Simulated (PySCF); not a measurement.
CH7NO3Si (SMILES CN[Si](O)(O)O), singlet, at a GFN2-xTB geometry. Base run: M062X/6-31G in PySCF.

PySCF was given this input:
```python
from pyscf import gto, scf, dft, solvent

mol = gto.M(
    atom='''
C     2.359923    0.006297   -0.302296
N     1.047278    0.391324   -0.771471
Si   -0.415975   -0.007127    0.044202
O    -0.249848    0.328059    1.633025
O    -1.637300    0.906949   -0.513175
O    -0.833048   -1.562791   -0.215314
H     2.589805   -1.048315   -0.493424
H     2.412878    0.180027    0.770720
H     3.118894    0.621212   -0.788976
H     1.002658    0.360063   -1.778676
H     0.340559   -0.205548    2.155112
H    -1.614243    1.838742   -0.318292
H    -1.755821   -1.801188   -0.187505
''',
    basis='6-31g',
    charge=0,
    spin=0,
    verbose=4,
)

mf = dft.RKS(mol)
mf.xc = 'm062x'
mf.kernel()
```

Variants of this job, named by their change:

```
change                                                            ΔE vs base (kcal/mol)  dipole (D)  HOMO-LUMO gap (eV)
----------------------------------------------------------------  ---------------------  ----------  ------------------
base                                                                              0.000        1.46               10.07
model = IEF-PCM; solvent = dimethylsulfoxide; vdw_scale = 1.1                    -22.06        1.79               10.35
model = IEF-PCM; solvent = dimethylsulfoxide; vdw_scale = 1.0                    -31.00        1.83               10.44
model = IEF-PCM; solvent = dimethylsulfoxide; lebedev_order = 11                 -14.88        1.73               10.25
model = ddCOSMO; solvent = dimethylsulfoxide                                     -10.82        1.72               10.21
model = COSMO; solvent = dimethylsulfoxide                                       -15.73        1.74               10.27
model = IEF-PCM; solvent = dimethylsulfoxide                                     -15.71        1.74               10.27
model = IEF-PCM; solvent = methanol                                              -15.47        1.73               10.27
model = IEF-PCM; solvent = water                                                 -15.94        1.74               10.27
model = IEF-PCM; solvent = dimethylsulfoxide; r_probe = 0.5                       -5.13        1.63               10.12
model = IEF-PCM; solvent = dimethylsulfoxide; lebedev_order = 41                 -15.81        1.74               10.27
model = IEF-PCM; solvent = dichloromethane                                       -13.47        1.70               10.24
```

The base is the gas phase, so ΔE is the electrostatic part of solvation at a fixed geometry, without cavity and dispersion terms.
